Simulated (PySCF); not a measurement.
# Computed spin Hamiltonian

Compound: C₅H₁₁Si₂ (doublet state).
Numbering: `[CH2:1]=[C:2]([CH3:3])[Si:4]1[CH2:5][SiH2:6][CH2:7]1` (hydrogens: H8, H9 on C1; H10, H11, H12 on C3; H13, H14 on C5; H15, H16 on Si6; H17, H18 on C7)

Cartesian coordinates in Å at the GFN2-xTB level; atoms count from 1:
```xyz
18
C5H11Si2 angstrom
C     -1.977    1.464   -0.530
C     -1.537    0.246   -0.216
C     -2.374   -0.693    0.601
Si     0.091   -0.421   -0.874
C      1.230   -1.369    0.374
Si     2.656   -0.109    0.122
C      1.545    0.829   -1.129
H     -2.934    1.833   -0.191
H     -1.391    2.146   -1.122
H     -3.324   -0.237    0.876
H     -1.847   -0.972    1.513
H     -2.573   -1.607    0.044
H      0.836   -1.417    1.387
H      1.479   -2.390    0.094
H      3.865   -0.686   -0.467
H      3.004    0.659    1.319
H      1.942    0.880   -2.139
H      1.298    1.849   -0.841
```

The hyperfine couplings belong to this conformer and change with its torsions.

Theory: UKS B3LYP, pcH-1 on C H Si, non-relativistic, mean-field spin-orbit, GIAO (PySCF 2.14.0). Isolated species at its GFN2-xTB geometry (one conformer only). A GFN2-xTB geometry isn't a minimum of the functional, and hyperfine couplings can be far from their values at a DFT geometry, by a factor of two or more for some ions and for spin on atoms past the first row. The SCF solution wasn't tested for stability.

```
g1, g2, g3                      : 2.00182, 2.00302, 2.00376
g_iso                           : 2.00287
Form of g                       : rhombic: the two nearest values differ by 38 % of g3 − g1
⟨S²⟩                            : 0.7547 (exact 0.7500)
HOMO–LUMO gap, α and β orbitals : 4.91, 4.90 eV
```

Isotropic coupling and dipolar principal values T1 to T3, in MHz:

```csv
atom,isotope,a_iso,of which spin–orbit,T1,T2,T3,Mulliken spin population
C1,13C,13.3,0.0,-12.5,-11.5,24.0,0.16
C2,13C,22.8,0.0,-12.7,0.8,11.9,-0.07
C3,13C,0.6,0.0,-0.7,0.0,0.7,0.00
Si4,29Si,-447.9,0.9,-154.1,76.7,77.3,0.84
C5,13C,18.0,0.0,-6.1,-5.1,11.2,0.02
Si6,29Si,-22.3,0.0,-2.0,0.8,1.1,0.01
C7,13C,18.6,0.0,-5.8,-4.9,10.7,0.02
H8,1H,-5.3,0.0,-6.4,-0.8,7.3,0.00
H9,1H,-7.5,0.0,-3.3,-1.4,4.7,-0.01
H10,1H,-0.1,0.0,-1.3,-0.5,1.8,0.00
H11,1H,-5.4,0.0,-1.6,-1.1,2.7,0.00
H12,1H,-6.5,0.0,-2.3,-1.7,4.0,0.00
H13,1H,18.7,0.0,-4.1,-0.1,4.2,0.01
H14,1H,21.6,0.0,-4.8,-3.0,7.8,0.00
H15,1H,11.6,0.0,-1.1,-0.7,1.8,0.01
H16,1H,10.0,0.0,-0.9,-0.8,1.7,0.01
H17,1H,19.4,0.0,-4.6,-3.0,7.6,0.00
H18,1H,16.3,0.0,-4.1,0.0,4.1,0.01
```

The largest Mulliken spin populations are on Si4 (+0.84), C1 (+0.16) and C2 (-0.07). The positive populations add up to 1.08 and the negative ones to -0.08, together 2S = 1. The angles at Si4 add up to 322.8°, so it is pyramidal.

Under fast tumbling the dipolar parts average out, and these isotropic splittings remain: 4 × 1H (H13/H14/H17/H18, I = 1/2, 5 lines) with 0.68 mT, 2 × 1H (H15/H16, I = 1/2, 3 lines) with 0.39 mT, 1 × 1H (H9, I = 1/2, 2 lines) with 0.27 mT, 1 × 1H (H8, I = 1/2, 2 lines) with 0.19 mT and 3 × 1H (H10/H11/H12, I = 1/2, 4 lines) with 0.14 mT.

Class means assume fast exchange of nuclei equivalent by connectivity; if that motion is slow, each nucleus keeps its own coupling. The three 1H nuclei of mean -4.0 MHz run from -6.5 to -0.1 MHz in the frozen geometry. The 1H value of +19.0 MHz is a mean of couplings from 16.3 to 21.6 MHz in this one geometry, not an average over conformers.

The 13C coupling of C2 (22.8 MHz) shows only in satellite lines or after enrichment, since that isotope makes up about 1.07 % of natural carbon.

The 29Si coupling of Si4 (-447.9 MHz) shows only in satellite lines or after enrichment, since that isotope makes up about 4.7 % of natural silicon.
